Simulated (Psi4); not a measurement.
O₂Zr, singlet (typed; the unrestricted solution is spin-contaminated), at a GFN2-xTB geometry (such geometries of metal compounds can be far from the true shape) (core potentials on Zr), with bond 2-1 at 1.5 times its length; Psi4 1.11 with HF/def2-SVP.

Here is a job for Psi4.
```
memory 2 GB

molecule {
0 1
  Zr   -0.14735518   -0.16294999   -0.21094306
  O     2.24548910    0.99118975   -0.46531567
  O    -0.71109845    0.20827346    1.43524010
}

set basis def2-svp
set reference uhf
set stability_analysis follow
set scf_type pk

energy('scf')
print_variables()
```

It wrote (shortened):

```
   => Loading Basis Set <=

    Name: DEF2-SVP
    Role: ORBITAL
    Keyword: BASIS

    !!!  WARNING: ECP capability is in beta. Please check occupations closely.  !!!

         ---------------------------------------------------------
                                   SCF
               by Justin Turney, Rob Parrish, Andy Simmonett
                          and Daniel G. A. Smith
                              UHF Reference
         ---------------------------------------------------------

  ==> Geometry <==

    Molecular point group: cs
    Full point group: Cs

    Geometry (in Angstrom), charge = 0, multiplicity = 1:

       Center              X                  Y                   Z               Mass
    ------------   -----------------  -----------------  -----------------  -----------------
         ZR           0.305569250558    -0.194039433415     0.000000000000    89.904697700000
         O           -2.349502688244    -0.464299886096     0.000000000000    15.994914619570
         O            0.631949844030     1.554962575953     0.000000000000    15.994914619570

  Running in cs symmetry.

  Rotational constants: A =      0.49219  B =      0.14744  C =      0.11346 [cm^-1]
  Rotational constants: A =  14755.56040  B =   4420.19116  C =   3401.29551 [MHz]
  Nuclear repulsion =   56.993275206826880

  Charge       = 0
  Multiplicity = 1
  Electrons    = 28
  Nalpha       = 14
  Nbeta        = 14

  ==> Algorithm <==

  SCF Algorithm Type is PK.
  DIIS enabled.
  MOM disabled.
  Fractional occupation disabled.
  Guess Type is SAD.
  Energy threshold   = 1.00e-06
  Density threshold  = 1.00e-06
  Integral threshold = 1.00e-12

  ==> Primary Basis <==

  Basis Set: DEF2-SVP
    Blend: DEF2-SVP
    Number of shells: 23
    Number of basis functions: 59
    Number of Cartesian functions: 66
    Spherical Harmonics?: true
    Max angular momentum: 3

  Core potential: DEF2-SVP
    Number of shells: 4
    Number of ECP primitives: 14
    Number of ECP core electrons: 28
    Max angular momentum: 3

  ==> Integral Setup <==

  Using in-core PK algorithm.
   Calculation information:
      Number of atoms:                   3
      Number of AO shells:              23
      Number of primitives:             43
      Number of atomic orbitals:        66
      Number of basis functions:        59

      Integral cutoff                 1.00e-12
      Number of threads:                 1

  Performing in-core PK
  Using 3134670 doubles for integral storage.
  We computed 35666 shell quartets total.
  Whereas there are 38226 unique shell quartets.

  ==> DiskJK: Disk-Based J/K Matrices <==

    J tasked:                  Yes
    K tasked:                  Yes
    wK tasked:                  No
    Schwarz Cutoff:          1E-12

  Minimum eigenvalue in the overlap matrix is 2.1158504184E-02.
  Reciprocal condition number of the overlap matrix is 6.0446942705E-03.
    Using symmetric orthogonalization.

  ==> Pre-Iterations <==

  SCF Guess: Superposition of Atomic Densities via on-the-fly atomic UHF (no occupation information).

   -------------------------
    Irrep   Nso     Nmo
   -------------------------
     A'        41      41
     A"        18      18
   -------------------------
    Total      59      59
   -------------------------

  ==> Iterations <==

                        Total Energy        Delta E     RMS |[F,P]|

   @UHF iter SAD:  -194.15117858999230   -1.94151e+02   0.00000e+00
   @UHF iter   1:  -195.10821662992322   -9.57038e-01   2.53939e-02 ADIIS/DIIS
   @UHF iter   2:  -185.68010169512976    9.42811e+00   7.08391e-02 ADIIS/DIIS
   @UHF iter   3:  -195.76741160558134   -1.00873e+01   1.02281e-02 ADIIS/DIIS
   @UHF iter   4:  -195.54024183907330    2.27170e-01   1.85770e-02 ADIIS/DIIS
   @UHF iter   5:  -195.86439508997287   -3.24153e-01   3.84600e-03 ADIIS/DIIS
   @UHF iter   6:  -195.88229104635010   -1.78960e-02   9.68618e-04 ADIIS/DIIS
[...]
    Wavefunction unstable!
    Rotating orbitals by 0.5 * pi / 2 radians along unstable eigenvector.
[...]
   @UHF iter  64:  -195.99284474694639    4.76921e-05   4.99735e-05 DIIS
   @UHF iter  65:  -195.99280671305806    3.80339e-05   4.87167e-05 DIIS
   @UHF iter  66:  -195.99268256461477    1.24148e-04   5.02338e-05 DIIS
   @UHF iter  67:  -195.99251800153633    1.64563e-04   3.08474e-05 DIIS
   @UHF iter  68:  -195.99248108480535    3.69167e-05   1.99916e-05 DIIS
   @UHF iter  69:  -195.99246962020530    1.14646e-05   2.60588e-05 DIIS
   @UHF iter  70:  -195.99247276848331   -3.14828e-06   9.85055e-06 DIIS
   @UHF iter  71:  -195.99247319395411   -4.25471e-07   8.46564e-06 DIIS
   @UHF iter  72:  -195.99247295401983    2.39934e-07   8.37019e-06 DIIS
   @UHF iter  73:  -195.99247294040219    1.36176e-08   7.58449e-06 DIIS
   @UHF iter  74:  -195.99247244676349    4.93639e-07   6.49911e-06 DIIS
   @UHF iter  75:  -195.99247179184124    6.54922e-07   6.14584e-06 DIIS
   @UHF iter  76:  -195.99247157709863    2.14743e-07   4.73554e-06 DIIS
   @UHF iter  77:  -195.99247132252259    2.54576e-07   3.36509e-06 DIIS
   @UHF iter  78:  -195.99247114917716    1.73345e-07   2.71187e-06 DIIS
   @UHF iter  79:  -195.99247107348924    7.56879e-08   2.42436e-06 DIIS
   @UHF iter  80:  -195.99247105057486    2.29144e-08   2.26883e-06 DIIS
   @UHF iter  81:  -195.99247105229372   -1.71886e-09   2.08536e-06 DIIS
   @UHF iter  82:  -195.99247096316316    8.91306e-08   1.41560e-06 DIIS
   @UHF iter  83:  -195.99247093248300    3.06802e-08   9.92274e-07 DIIS
    Negative totally symmetric eigenvalue detected: -0.030117
    Wavefunction unstable!
    Lowest UHF->UHF stability eigenvalues:
      Ap -0.030117      App -0.026658

    Rotating orbitals by 0.5 * pi / 2 radians along unstable eigenvector.
    There's still a negative eigenvalue. Try modifying FOLLOW_STEP_SCALE
    or increasing MAX_ATTEMPTS (not available for PK integrals).

  ==> Post-Iterations <==

   @Spin Contamination Metric:   1.069953790E+00
   @S^2 Expected:                0.000000000E+00
   @S^2 Observed:                1.069953790E+00
   @S   Expected:                0.000000000E+00
   @S   Observed:                0.000000000E+00

    Orbital Energies [Eh]
    ---------------------

    Alpha Occupied:

[...]
    Alpha Virtual:

[...]
    Beta Occupied:

[...]
    Beta Virtual:

[...]
    Final Occupation by Irrep:
             Ap   App
    DOCC [    11,    3 ]
    SOCC [     0,    0 ]
    NA   [    11,    3 ]
    NB   [    11,    3 ]

  @UHF Final Energy:  -195.99247093248300

   => Energetics <=

    Nuclear Repulsion Energy =             56.9932752068268798
    One-Electron Energy =                -398.9988592715770892
    Two-Electron Energy =                 146.0131131322672218
    Total Energy =                       -195.9924709324830019

  UHF NO Occupations:
  HONO-2 :   10 Ap 1.9949393
  HONO-1 :    3App 1.9943820
  HONO-0 :   11 Ap 1.1939333
  LUNO+0 :   12 Ap 0.8060667
  LUNO+1 :    4App 0.0056180
  LUNO+2 :   13 Ap 0.0050607
  LUNO+3 :    5App 0.0037004

Computation Completed

Properties will be evaluated at   0.000000,   0.000000,   0.000000 [a0]

Properties computed using the SCF density matrix

 Multipole Moments:

 ------------------------------------------------------------------------------------
     Multipole            Electronic (a.u.)      Nuclear  (a.u.)        Total (a.u.)
 ------------------------------------------------------------------------------------

 L = 1.  Multiply by 2.5417464519 to convert [e a0] to [Debye]
 Dipole X            :         21.1027755          -19.0363295            2.0664460
 Dipole Y            :        -13.7520316           12.0882536           -1.6637780
 Dipole Z            :          0.0000000            0.0000000            0.0000000
 Magnitude           :                                                    2.6529901

 ------------------------------------------------------------------------------------

  Variable Map:
  ----------------------------------------------------------------------------
[...]
[...]
```

The run did not converge; its last values are not results.
